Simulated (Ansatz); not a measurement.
The same molecule with X = Mg, Zn, Cd. Ansatz, PBE0-D4/def2-TZVP geometries, multiplicity 1. Each molecule was computed in one conformer, which needn't be the lowest.

Elements past krypton have def2 core potentials. Scalar relativity is left out up to krypton.

```
 X            molecule  mean X–F bond length / Å  mean X–O bond length / Å  LUMO energy (ωB97M-V/def2-TZVPP) / eV  HOMO energy (B3LYP/def2-TZVPP) / eV  HOMO energy (ωB97M-V/def2-TZVPP) / eV
Zn  `[F][Zn][O][SiH3]`                     1.735                     1.746                                   0.03                                -8.42                                 -10.93
Cd  `[F][Cd][O][SiH3]`                     1.923                     1.944                                  -0.38                                -8.22                                 -10.72
```

Problem. Give the row for X = Mg, `[F][Mg][O][SiH3]`. (Best estimate.)

Solution. The calculation gave: 
```csv
X,molecule,mean X–F bond length / Å,mean X–O bond length / Å,LUMO energy (ωB97M-V/def2-TZVPP) / eV,HOMO energy (B3LYP/def2-TZVPP) / eV,HOMO energy (ωB97M-V/def2-TZVPP) / eV
Mg,`[F][Mg][O][SiH3]`,1.747,1.783,-0.44,-8.09,-10.60
```

From Mg to Cd the mean X–F bond length isn't monotonic: highest at Cd, lowest at Zn; the mean X–O bond length isn't monotonic: highest at Cd, lowest at Zn; the LUMO energy (ωB97M-V/def2-TZVPP) isn't monotonic: highest at Zn, lowest at Mg; the HOMO energy (B3LYP/def2-TZVPP) isn't monotonic: highest at Mg, lowest at Zn; the HOMO energy (ωB97M-V/def2-TZVPP) isn't monotonic: highest at Mg, lowest at Zn. Bonds lengthen as the atom grows down the group.

B3LYP here is the variant with VWN-RPA as its local correlation; programs differ in this.
